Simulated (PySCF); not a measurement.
## Structure elucidation problem

Molecular formula: C₇H₁₁BO₂. Simulated spectra:

1H NMR (400 MHz, computed): δ 6.88 (d, 1H), 5.73 (m, 1H), 5.72 (m, 1H), 3.61 (br s, 2H), 2.84 (m, 1H), 2.61 (m, 1H), 2.56 (m, 1H), 1.08 (d, 3H).

13C{1H} NMR (computed): δ 156.2 (CH), 139.5 (CH), 131.3 (CH), 130.9 (C), 36.1 (CH), 30.5 (CH2), 24.5 (CH3).

- shieldings: GIAO B3LYP/pcSseg-1
- PBE0-D3(BJ)/def2-SVP structure
- run in PySCF 2.14
- one conformer, rapidly exchanging positions averaged, gas phase, non-relativistic Hamiltonian

Referencing at the same level of theory: 1H (31.38 ppm) and 13C (179.24 ppm) vs TMS.

Propose a structure and justify it.

Results:


7 carbon signals for 7 carbons: no two carbons are equivalent. Carbon types of the structure: 1 × C, 4 × CH, 1 × CH2, 1 × CH3, leaving 2 H on heteroatoms. δC 156.2, 139.5, 131.3: alkene CH; an sp2 carbon of a C=C bond. δC 130.9: fully substituted alkene carbon; the olefinic region. δC 36.1: allylic sp3 CH; a saturated carbon with 3 carbon neighbours and no heteroatom attached. δC 30.5: allylic sp3 CH2; aliphatic region, no heteroatom directly attached. δH 3.61: hydrogen on an oxygen bonded to B; exchangeable; this is the value without hydrogen bonding to other molecules. δH 2.84: hydrogen on an allylic sp3 CH; allylic position. δH 2.61, 2.56: hydrogen on an allylic sp3 CH2; allylic position.

Structure: `OB(C1=C[C@@H](C)C=CC1)O`.

The shifts were computed for this structure.

OH and NH positions are those of a molecule without intermolecular hydrogen bonds; in solution they move with solvent, concentration and temperature, and exchange usually removes their couplings. A carbon bonded to boron is broadened by the quadrupolar boron nucleus and is often missing from a measured spectrum. Shifts are as computed. Against solution values, carbons near 30 ppm lie about +2 ppm off and those near 130 ppm about +6 ppm. Of 1309 compounds with measured shifts, 239 miss one by over three times the rms of a fit or turn the order of signals round; such compounds aren't used in these exercises. Multiplicities follow the n + 1 count of equivalent neighbours, as no J values were calculated; m marks all less simple cases, F and P coupling included.
